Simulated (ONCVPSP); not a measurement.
Transferability test, ONCV potential for calcium

```json
{
  "Element": "calcium (Ca)",
  "Generator": "ONCVPSP 4.0.1",
  "Type": "optimised norm-conserving Vanderbilt (ONCV)",
  "Functional": "PBE",
  "Relativity": "scalar-relativistic",
  "Frozen core": "[Ne]",
  "Valence charge": "10",
  "Reference configuration": "3s2 3p6 4s2",
  "Partial waves": "3s+4s: rc 1.95 bohr, ncon 3, nbas 7, qcut 6.2 1/bohr, 2 projectors; 3p: rc 1.25 bohr, ncon 3, nbas 8, qcut 5.3 1/bohr, 2 projectors, debl 1.5 Ha; d scattering state at 0.08 Ha: rc 1.70 bohr, ncon 5, nbas 8, qcut 6.7 1/bohr, 1 projector",
  "Local potential": "polynomial inside 1.10 bohr (lpopt 3, dvloc0 0 Ha)",
  "Core correction": "Teter function, parameters optimised by the program"
}
```

In the d channel the program set the typed energies aside and used -0.072 Ha.

Energies are relative to the spin-unpolarised reference configuration 3s2 3p6 4s2; without spin polarisation the order of configurations can differ from experiment.

| valence configuration | charge | ΔE all-electron (eV) | error AE − PS (meV) |
| --- | --- | --- | --- |
| 3s2 3p6 4s1 | +1 | 6.309 | -0.4 |
| 3s2 3p6 4s1.5 | +0.5 | 2.504 | -0.1 |

(1) What are ΔE and the potential's error for 3s2 3p6 3d1 4s0?

(2) What are ΔE and the potential's error for 3s2 3p6 4s0?

Levels in the configuration 3s2 3p6 4s0:

```tsv
level	all-electron (eV)	pseudo (eV)
3s	-62.236	-62.272
3p	-43.060	-43.067
```

Results:

(1) ΔE = 7.689 eV all-electron; the error (AE − PS) is +2.5 meV.

(2) ΔE = 18.130 eV all-electron; the error (AE − PS) is -2.5 meV.
